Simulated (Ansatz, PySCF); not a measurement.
Noncovalent pair: NH3 (SMILES N) (first 4 atoms) with N2 (SMILES N#N); geometry from B3LYP-D3(BJ)/def2-TZVP.
(charge 0, multiplicity 1):
```xyz
6

N     -0.0768    -0.1184    -0.3546
H      0.8808     0.1503    -0.5493
H     -0.6597     0.6904    -0.5370
H     -0.1392    -0.3191     0.6367
N     -0.0103    -0.0457     4.3515
N     -0.0688    -0.1840     3.2712
```

Basis-set superposition error: the interaction energy with monomers in their own basis, and in the dimer's basis (counterpoise).

Programs: Ansatz (a quantum-chemistry and plane-wave program); PySCF for 6-31G* rows, M06-2X. Values without a source in brackets are computed.

```tsv
level	uncorrected (kJ/mol)	counterpoise (kJ/mol)	difference
HF/6-31G*	-1.0	0.2	1.2
HF/aug-cc-pVDZ	0.3	0.7	0.4
SVWN5/def2-TZVPPD	-5.2	-4.7	0.5
B97M-V/def2-TZVPPD	-2.4	-2.2	0.2
M06-2X/def2-TZVPPD	-1.4	-1.1	0.2
wB97M-V/def2-TZVPPD	-2.1	-1.9	0.3
MP2/6-31G*	-4.3	-1.6	2.7
MP2/aug-cc-pVTZ	-3.4	-2.3	1.1
SCS-MP2/aug-cc-pVTZ	-2.9	-1.6	1.3
CCSD(T)/aug-cc-pVTZ	-3.3	-2.2	1.1
```

The error is largest for MP2/6-31G* (2.7 kJ/mol) and smallest for B97M-V/def2-TZVPPD (0.2 kJ/mol).
